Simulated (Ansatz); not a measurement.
`C[CH2][Sn][Cl]` + HBr → `[Cl][Sn][Br]` + `CC` at 298.15 K and 1 bar (ligand exchange at the Sn–C bond).

Program: Ansatz. Geometries: PBE0-D4/def2-TZVP. ΔE: electronic, gas phase. CCSD(T)/CBS is the MP2 limit (def2-TZVPP, def2-QZVPP) plus CCSD(T) − MP2 in def2-TZVPP, frozen cores. This one scheme is used for every species. Elements past krypton have def2 core potentials. For Br, Sn outer-core shells are correlated without core-valence functions, which leaves a few kJ/mol of doubt a bond. Scalar relativity is left out up to krypton. Each species was taken in one conformer, which may not be the lowest.

```csv
species,CCSD(T)/CBS energy (Eh),H − E (kJ/mol),S (J/(mol·K))
`C[CH2][Sn][Cl]`,-752.96755,190.0,356.1
HBr,-2573.91920,24.6,198.6
`[Cl][Sn][Br]`,-3247.23683,18.2,323.1
`CC`,-79.71954,207.7,227.7
```

H − E and S are ideal-gas, rigid-rotor, harmonic terms from PBE0-D4/def2-TZVP, for one conformer and one mirror image of each species. 1 Eh = 2625.50 kJ/mol, R = 8.31446 J/(mol·K).

By hand: ΔE, ΔH, ΔS and ΔG.

ΔE = (-3247.23683) + (-79.71954) − (-752.96755) − (-2573.91920) = -0.06962 Eh = -182.8 kJ/mol. Δ(H − E) = 18.2 + 207.7 − 190.0 − 24.6 = 11.3, so ΔH = -171.5 kJ/mol. ΔS = 323.1 + 227.7 − 356.1 − 198.6 = -3.9 J/(mol·K). ΔG = -171.5 − 298.15 × (-3.9)/1000 = -170.3 kJ/mol.

By hand: the equilibrium constant, and the temperature at which ΔG would vanish if ΔH and ΔS stayed fixed.

log₁₀ K = −ΔG/(RT ln 10) = 29.8. ΔG = 0 at ΔH/ΔS = 43974 K, far beyond where these terms or the molecules hold.

The number of gas molecules stays the same, so ΔS is small and ΔH decides. A doubt of 5 kJ/mol in ΔE shifts log₁₀ K by 0.9 here. Other conformers and mirror images would add mixing entropy, several J/(mol·K) or more a flexible species. Modes under 60 cm⁻¹, often nearly free rotors, make the harmonic entropy too high. These are equilibria of isolated gas molecules and say nothing of rates. Largest T1 diagnostic: 0.013 (customary marks: 0.02 for closed shells, 0.045 for open ones).
